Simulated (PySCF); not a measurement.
Be(OH)2, H2BeO2, SMILES [OH][Be][OH], PBE0/def2-SVP optimised geometry.

```
5

Be     0.02    -0.23     0.00
O     -1.39    -0.30     0.04
H     -2.16     0.17    -0.25
O      1.43    -0.23     0.00
H      2.16     0.30    -0.28
```

Density from PBE0/def2-TZVP (PySCF) at that geometry.

Minimum of the electron density along straight lines between bonded atoms, close to the bond critical point (lines longer than 1.1 times the sum of covalent radii, or with two minima, are not listed):

```csv
bond,length / Å,ρ at the minimum / e bohr⁻³,∇²ρ there / e bohr⁻⁵,position (fraction from the first atom)
Be1–O2,1.409,0.134,1.21,0.36
O2–H3,0.952,0.361,-2.52,0.81
Be1–O4,1.410,0.134,1.21,0.36
O4–H5,0.952,0.361,-2.52,0.81
```
